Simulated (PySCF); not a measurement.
CHF2, SMILES [CH](F)F, multiplicity 2. Atoms are numbered in the order given.

```xyz
4

F      0.0282    -0.2406    -1.0905
C     -0.1494     0.4830     0.0000
F      0.0282    -0.2406     1.0905
H      0.3878     1.4319     0.0000
```
Charge 0, spin multiplicity 2.

The structure is a stationary point at PBE0-D3(BJ)/def2-TZVP. The isomer is the one that the SMILES or the coordinates give; other isomers of the formula were not compared.

Two levels are set side by side: PBE/pcH-1 (PySCF) and PBE0/pcH-1 (PySCF). Contact hyperfine couplings, same geometry. Differences are taken from unrounded values.

```
quantity                       PBE0
----------------------------  -----
A(iso) of 19F, atom F1 (MHz)  223.5
A(iso) of 13C, atom C2 (MHz)  409.3
A(iso) of 19F, atom F3 (MHz)  223.5
A(iso) of 1H, atom H4 (MHz)    57.5
```

Question: What does PBE give, and how far is it from PBE0? (Estimate from the structure and the level; the computed values follow.)

Answer: 
| quantity | PBE | PBE minus PBE0 |
|---|---|---|
| A(iso) of 19F, atom F1 (MHz) | 175.2 | -48.3 |
| A(iso) of 13C, atom C2 (MHz) | 378.9 | -30.5 |
| A(iso) of 19F, atom F3 (MHz) | 175.2 | -48.3 |
| A(iso) of 1H, atom H4 (MHz) | 67.0 | 9.4 |

Rough cost on one machine, each run with all the roots and properties that it gave: PBE0 against PBE within a factor of 2.
